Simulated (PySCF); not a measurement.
tetrachloroaluminate (AlCl₄), SMILES [Cl][Al-]([Cl])([Cl])[Cl], charge -1. Heavy atoms are numbered as in [Cl:1][Al-:2]([Cl:3])([Cl:4])[Cl:5].

The structure is a stationary point at B3LYP-D3(BJ)/def2-SVPD.

These are PySCF with KT2/pcSseg-1 values and carry that method's errors.

GIAO shieldings, no solvent; atoms alike by connectivity are averaged. δ = σ(ref) − σ: ³⁵Cl against HCl (σ = 945.4 ppm), references at their B3LYP-D3(BJ)/def2-TZVP geometries, non-relativistic (without spin–orbit terms, shifts of atoms bonded to Cl or Br come out too high).

Question: Estimate the chemical shifts. (Estimate from the structure and the level; the computed values follow.)

Answer: 
```csv
nucleus,atoms,count,δ (ppm)
³⁵Cl,Cl1,4,34.9
```
